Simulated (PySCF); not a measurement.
This script is equivalent to a calculation on La³⁺ (lanthanum, charge +3).

```python
from pyscf import gto, scf, dft, mp, cc
import basis_set_exchange as bse
mol = gto.M(atom="La 0 0 0", charge=3, spin=0, symmetry="D2h",
            basis=gto.basis.parse(bse.get_basis("x2c-TZVPPall", elements=["La"], fmt="nwchem", augment_diffuse=1)),
            nucmod="G")
mf = dft.UKS(mol, xc="PBE_R,PBE").sfx2c1e()
mf.irrep_nelec = {'Ag': (9, 9), 'B1g': (2, 2), 'B2g': (2, 2), 'B3g': (2, 2), 'B1u': (4, 4), 'B2u': (4, 4), 'B3u': (4, 4)}
mf.kernel()
```

Problem. What total energy does it give?

Solution. -8491.02 hartree (calculated).

Problem. Which occupied shell lies highest, and where?

Solution. 5p, at -44.720 eV.

Spin-orbit coupling, which splits the p, d and f shells strongly at this Z, is absent.
